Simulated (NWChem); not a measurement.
System meant: CH₄MgO; SMILES C[O][MgH]

Here is an NWChem input.

```
start job
memory heap 200 mb stack 900 mb global 1100 mb
geometry units angstroms noautosym nocenter noautoz
  Mg     0.000000     0.000000    -1.405020
  H      0.000000     0.000000    -3.103364
  O      0.000000     0.000000     0.365649
  C      0.000000     0.000000     1.750269
  H      0.624798    -0.811425     2.160126
  H      0.390316     0.946804     2.160126
  H     -1.015114    -0.135378     2.160126
end
basis spherical
  Mg library 6-31g*
  H library 6-31g*
  O library 6-31g*
  C library 6-31g*
end
dft
  xc m06-l
  iterations 150
end
property
  shielding 5 1 2 3 4 5
end
task dft property
```

End of the output:

```
 Vector   18  Occ=0.000000D+00  E= 7.075656D-03
              MO Center= -6.3D-03,  8.4D-03, -1.5D+00, r^2= 6.5D+00
   Bfn.  Coefficient  Atom+Function         Bfn.  Coefficient  Atom+Function
  ----- ------------  ---------------      ----- ------------  ---------------
    11      0.593898  1 Mg px                12      0.477612  1 Mg py
     7      0.238260  1 Mg px                 8      0.191618  1 Mg py
    23     -0.111658  3 O  px                17      0.106820  1 Mg d  1
     3     -0.097799  1 Mg px                52      0.098277  6 H  s
    54     -0.095878  7 H  s                 41     -0.090738  4 C  px

 center of mass
 --------------
 x =   0.00000000 y =   0.00000003 z =  -0.11620395

 moments of inertia (a.u.)
 ------------------
         397.945519870382          -0.000000489487          -0.000000000000
          -0.000000489487         397.945519891008          -0.000007995622
          -0.000000000000          -0.000007995622          11.323742439789

     Multipole analysis of the density
     ---------------------------------

     L   x y z        total         alpha         beta         nuclear
     -   - - -        -----         -----         ----         -------
     0   0 0 0     -0.000000    -15.000000    -15.000000     30.000000

     1   1 0 0     -0.000014     -0.000007     -0.000007      0.000000
     1   0 1 0      0.000007      0.000003      0.000003      0.000002
     1   0 0 1      0.145407      0.126013      0.126013     -0.106618

     2   2 0 0    -15.945834    -10.781872    -10.781872      5.617911
     2   1 1 0     -0.000026     -0.000013     -0.000013      0.000000
     2   1 0 1      0.000023      0.000011      0.000011      0.000000
     2   0 2 0    -15.945896    -10.781903    -10.781903      5.617911
     2   0 1 1     -0.000024     -0.000016     -0.000016      0.000008
     2   0 0 2    -23.545947   -130.990310   -130.990310    238.434674

          -----------------------------------------
          Chemical Shielding Tensors (GIAO, in ppm)
          -----------------------------------------

 ------------------------------------------------------------------------
  xm06: d2 not coded                    0
 ------------------------------------------------------------------------
 ------------------------------------------------------------------------
  current input line :
    25: task dft property
 ------------------------------------------------------------------------
 ------------------------------------------------------------------------
 This error has not yet been assigned to a category
 ------------------------------------------------------------------------
 For more information see the NWChem manual at https://nwchemgit.github.io

0: xm06: d2 not coded:Received an Error in Communication
```

**Question.** What is wrong, and how is it mended?

**Answer.** The program stopped with an error. Cause: this functional's second derivatives, which shieldings need, aren't coded here; the fix takes a hybrid GGA instead. This input runs:
```
start job
memory heap 200 mb stack 900 mb global 1100 mb
geometry units angstroms noautosym nocenter noautoz
  Mg     0.000000     0.000000    -1.405020
  H      0.000000     0.000000    -3.103364
  O      0.000000     0.000000     0.365649
  C      0.000000     0.000000     1.750269
  H      0.624798    -0.811425     2.160126
  H      0.390316     0.946804     2.160126
  H     -1.015114    -0.135378     2.160126
end
basis spherical
  Mg library 6-31g*
  H library 6-31g*
  O library 6-31g*
  C library 6-31g*
end
dft
  xc pbe0
  iterations 150
end
property
  shielding 5 1 2 3 4 5
end
task dft property
```
It converges to -315.55942 Ha (PBE0/6-31G* (spherical d), GIAO).
